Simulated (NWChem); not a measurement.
# AlIF2; SMILES [F][Al]([F])[I]

```xyz
4

Al     0.0000     0.0000     1.3767
F      0.0000    -1.4145     2.2262
F      0.0000     1.4145     2.2262
I      0.0000     0.0000    -1.0515
```
Atoms are numbered in this order, from 1.

Level: PBE0/def2-SVP with def2 effective core potentials on I (NWChem), optimised geometry, unscaled harmonic frequencies. def2 effective core potentials on I; no spin-orbit coupling.

List the harmonic frequencies with IR intensities, and the thermochemistry.


| frequency (cm⁻¹) | IR intensity (km/mol) |
|---|---|
| 149 | 7.1 |
| 199 | 17.9 |
| 241 | 71.3 |
| 367 | 74.2 |
| 822 | 173.9 |
| 970 | 109.4 |

```
Property                                                                           Result
-----------------------------------------------------------------------  ----------------
zero-point energy                                                            3.9 kcal/mol
thermal correction to the enthalpy at 298.15 K (with zero-point energy)      7.7 kcal/mol
heat capacity Cv                                                         14.0 cal/(mol K)
entropy at 298.15 K and 1 atm (symmetry number 2)                        76.1 cal/(mol K)
```

Rigid rotor and harmonic oscillator.
